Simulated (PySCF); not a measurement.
A species of formula CH11PSi3 has this rotational fingerprint, computed with PBE0-D3(BJ)/def2-SVP geometry optimisation, gas phase in PySCF:

- Rotational constants: A = 1699, B = 1291, C = 905.0 MHz
- Dipole components: |μa| = 1.26 D, |μb| = 0.27 D, |μc| = 0.95 D
- Inertial defect: -130.51 u·Å²
- κ: -0.03

Problem. Which candidate fits, each taken in the one conformer that was computed?
A. `[SiH3:1][CH2:2][SiH2:3][PH:4][SiH3:5]` with Si1–C2–Si3–P4 -51°, C2–Si3–P4–Si5 -63°
B. `[SiH3:1][CH2:2][Si@@H:3]([SiH3:4])[PH2:5]` with Si1–C2–Si3–Si4 -55°, C2–Si3–P5–H 44° and -50°
C. `[SiH3:1][SiH2:2][CH2:3][SiH2:4][PH2:5]` with Si1–Si2–C3–Si4 86°, Si2–C3–Si4–P5 -51°, C3–Si4–P5–H -166° and -72°

Solution. B. It is [SiH3]C[Si@@H]([SiH3])P, an asymmetric top, point group C1. The candidates at the same level (rigid rotor, commonest isotopes):

```json
{"SMILES": "[SiH3]C[Si@@H]([SiH3])P", "A (MHz)": "1699", "B (MHz)": "1291", "C (MHz)": "905.0", "μa (D)": "1.26", "μb (D)": "0.27", "μc (D)": "0.95", "Δ (u·Å²)": "-130.51", "point group": "C1", "rotor": "asymmetric top"}
{"SMILES": "[SiH3][SiH2]C[SiH2]P", "A (MHz)": "2241", "B (MHz)": "1121", "C (MHz)": "812.2", "μa (D)": "0.63", "μb (D)": "0.87", "μc (D)": "1.01", "Δ (u·Å²)": "-54.09", "point group": "C1", "rotor": "asymmetric top"}
{"SMILES": "[SiH3]C[SiH2]P[SiH3]", "A (MHz)": "2360", "B (MHz)": "1073", "C (MHz)": "944.0", "μa (D)": "0.05", "μb (D)": "0.30", "μc (D)": "1.39", "Δ (u·Å²)": "-149.68", "point group": "C1", "rotor": "asymmetric top"}
```

`[SiH3][SiH2]C[SiH2]P` has A 32 % too high; `[SiH3]C[SiH2]P[SiH3]` has A 39 % too high. No structure here is proved a minimum.
